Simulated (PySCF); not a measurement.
Working out the ionisation energy of Se²⁺

Se²⁺ [Ar] 3d10 4s2 4p2 (3P) → Se³⁺ [Ar] 3d10 4s2 4p1 (2P). Computed with PySCF 2.14 in ANO-RCC-VTZP, with the spin-free X2C one-electron Hamiltonian (Gaussian nucleus). Frozen: [Ne]. Energies in hartree (1 hartree = 27.21139 eV):

```tsv
part	Se²⁺ (lower)	Se³⁺ (upper)
UHF	-2426.990299	-2425.851132
CCSD correlation	-0.142081	-0.124391
(T)	-0.004314	-0.003321
```

**Question.** What does Hartree-Fock give?

**Answer.** (-2425.851132) − (-2426.990299) = 1.139167 hartree = 30.998 eV.

**Question.** What do CCSD and CCSD(T) give?

**Answer.** The CCSD correlation energies differ by 0.017690 hartree = 0.481 eV and the triples by 0.000993 hartree = 0.027 eV, so CCSD gives 31.479 eV and CCSD(T) 31.506 eV.

Reference: 31.697 ± 0.019 eV (measured; NIST Atomic Spectra Database, ionization energies), between the lowest levels; spin-orbit coupling is absent from the calculation.

What remains against the reference includes basis incompleteness, the frozen core and higher excitations.
